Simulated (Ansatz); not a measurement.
The cluster Cu₂Se⁺ (the lowest doublet isomer of a short search), 3 atoms. Hardware: 4 threads of Arm Neoverse V2 on a shared host.

Correlated methods freeze 27 core orbitals; core or outer-core shells of Se are correlated, in sets that lack core-valence functions. In CCSD on the charge 1 quartet the largest single amplitude is 0.36, so its Hartree–Fock determinant may place the open shell otherwise than the density functionals do.

Q: How many basis functions does each of these Ansatz runs have, and roughly what does it cost? r2SCAN0-D4/def2-TZVP, charge 1 doublet, energy, from earlier orbitals; r2SCAN0-D4/def2-TZVP, charge 1 quartet, energy, from earlier orbitals; HF/def2-TZVP, charge 1 doublet, energy, from earlier orbitals; CCSD(T)/def2-TZVP, charge 1 quartet, energy, from earlier orbitals; LC-ωPBE/def2-TZVP, charge 1 doublet, energy, from earlier orbitals; ωB97M-V/def2-TZVP, charge 1 doublet, energy, from earlier orbitals; PBE-D4/def2-TZVP, charge 0 singlet at the geometry of the charge 1 doublet, energy, from earlier orbitals; PBE0-D4/def2-TZVP, charge 0 singlet at the geometry of the charge 1 doublet, energy, from earlier orbitals; LC-ωPBE/def2-TZVP, charge 1 quartet, energy, from earlier orbitals; PBE0-D4/def2-TZVP, charge 0 triplet at the geometry of the charge 1 doublet, energy; PBE-D4/def2-TZVP, charge 1 quartet, energy, from earlier orbitals; PBE-D4/def2-TZVP, charge 1 doublet, energy and forces, from earlier orbitals.

A: Other jobs shared the machine, so times can vary by a factor of up to 3. A dash marks memory too small to be measured apart from the calling script's.

| run | functions | fitting or Cholesky vectors | wall time | peak host memory (GiB) |
| --- | --- | --- | --- | --- |
| PBE-D4/def2-TZVP, charge 0 singlet at the geometry of the charge 1 doublet, energy, from earlier orbitals | 138 | 1293 | 1.3 s | – |
| PBE0-D4/def2-TZVP, charge 0 singlet at the geometry of the charge 1 doublet, energy, from earlier orbitals | 138 | 1272 | 2.2 s | – |
| PBE-D4/def2-TZVP, charge 1 quartet, energy, from earlier orbitals | 138 | 1293 | 2.6 s | – |
| HF/def2-TZVP, charge 1 doublet, energy, from earlier orbitals | 138 | 1272 | 2.7 s | – |
| PBE-D4/def2-TZVP, charge 1 doublet, energy and forces, from earlier orbitals | 138 | 1293 | 2.7 s | – |
| PBE0-D4/def2-TZVP, charge 0 triplet at the geometry of the charge 1 doublet, energy | 138 | 1272 | 4.5 s | – |
| LC-ωPBE/def2-TZVP, charge 1 doublet, energy, from earlier orbitals | 138 | 1293 | 4.9 s | – |
| r2SCAN0-D4/def2-TZVP, charge 1 doublet, energy, from earlier orbitals | 138 | 1272 | 7.5 s | – |
| LC-ωPBE/def2-TZVP, charge 1 quartet, energy, from earlier orbitals | 138 | 1293 | 8 s | – |
| r2SCAN0-D4/def2-TZVP, charge 1 quartet, energy, from earlier orbitals | 138 | 1270 | 11 s | 0.58 |
| ωB97M-V/def2-TZVP, charge 1 doublet, energy, from earlier orbitals | 138 | 1272 | 12 s | 0.74 |
| CCSD(T)/def2-TZVP, charge 1 quartet, energy, from earlier orbitals | 138 | 1270 | 18 s | 1.3 |
